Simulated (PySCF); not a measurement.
**Electron correlation in B⁺ (boron, charge +1)**

[He] 2s2, closed-shell 1S. Computed with PySCF 2.14 in cc-pVDZ, with no relativity, point nucleus. Frozen: 1s2; 2 electrons correlated.

Total MP2 correlation energy: -32.49 mhartree.

Same-spin part 0.00 and opposite-spin part -32.49 mhartree; SCS-MP2 scales them by 1/3 and 6/5 to -38.99 mhartree.

With two correlated electrons CCSD is exact within the correlated space (frozen core and kept virtual orbitals).

```
level  correlation energy (mhartree)
 CCSD                         -58.53
```

Diagnostics: T1 = 0.012, D1 = 0.0165, largest double amplitude 0.153.

A double-excitation amplitude exceeds 0.15, a sign of near-degeneracy.

Cost of the coupled-cluster step: 0.05 s of wall time on 1 thread of Neoverse-V1 (shared host), for 2 correlated electrons.

Iterations:

```
CC2 = 0
CCSD nocc = 1, nmo = 13
frozen orbitals [0]
max_cycle = 100
direct = 0
conv_tol = 1e-08
conv_tol_normt = 1e-06
diis_space = 8
diis_start_cycle = 0
Init t2, MP2 energy = -24.2670539566086  E_corr(MP2) -0.0324916006935483
Init E_corr(CCSD) = -0.0324916006935483
cycle = 1  E_corr(CCSD) = -0.045768520743324  dE = -0.01327692  norm(t1,t2) = 0.0682224
cycle = 2  E_corr(CCSD) = -0.0519944446402216  dE = -0.0062259239  norm(t1,t2) = 0.0357248
cycle = 3  E_corr(CCSD) = -0.0586571600551415  dE = -0.00666271541  norm(t1,t2) = 0.018975
cycle = 4  E_corr(CCSD) = -0.0585030413373124  dE = 0.000154118718  norm(t1,t2) = 0.00045172
cycle = 5  E_corr(CCSD) = -0.0585521955379529  dE = -4.91542006e-05  norm(t1,t2) = 0.00011579
cycle = 6  E_corr(CCSD) = -0.0585279445339956  dE = 2.4251004e-05  norm(t1,t2) = 6.5338e-05
cycle = 7  E_corr(CCSD) = -0.058529367808676  dE = -1.42327468e-06  norm(t1,t2) = 4.70603e-06
cycle = 8  E_corr(CCSD) = -0.0585294716004005  dE = -1.03791725e-07  norm(t1,t2) = 2.39406e-07
cycle = 9  E_corr(CCSD) = -0.0585294562708722  dE = 1.53295284e-08  norm(t1,t2) = 9.36276e-08
cycle = 10  E_corr(CCSD) = -0.0585294374962038  dE = 1.87746684e-08  norm(t1,t2) = 4.88244e-08
cycle = 11  E_corr(CCSD) = -0.0585294401245961  dE = -2.62839228e-09  norm(t1,t2) = 6.76641e-09
CCSD converged
E(CCSD) = -24.29309179603963  E_corr = -0.05852944012459606
```
